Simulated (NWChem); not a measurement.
**Which level was it?**

C3H4BF has 9 atoms, charge 0, and is taken as a singlet. SMILES: `C#CB(C)F`. Geometry: relaxed at PBE0-D4/def2-TZVP.

| atom | x (Å) | y (Å) | z (Å) |
| --- | --- | --- | --- |
| C | 0.0734 | 2.3906 | 0.1600 |
| C | 0.1580 | 1.2461 | -0.2097 |
| B | 0.2454 | -0.2248 | -0.6242 |
| C | -0.1754 | -1.3888 | 0.3187 |
| F | 0.6907 | -0.4847 | -1.8494 |
| H | 0.0023 | 3.4059 | 0.4767 |
| H | 0.0593 | -2.3726 | -0.0899 |
| H | -1.2557 | -1.3356 | 0.4980 |
| H | 0.2904 | -1.2826 | 1.3027 |

A calculation with NWChem 7.3.0 gave:

```yaml
total_energy: -240.9672 Eh
dipole_moment: 1.59 D
HOMO_energy: -8.33 eV
LUMO_energy: -1.26 eV
HOMO–LUMO_gap: 7.07 eV
largest_force: 1.012 eV/Å
```

**Question.** Which of these levels gave the numbers?
A. SVWN5/def2-SVP
B. BLYP/6-31G* (spherical functions)
C. PBE0/def2-SVP
D. TPSSh/STO-3G

**Answer.** C. The others give -239.2354 Eh (SVWN5/def2-SVP), -238.2980 Eh (TPSSh/STO-3G), -241.3365 Eh (BLYP/6-31G* (spherical functions)).
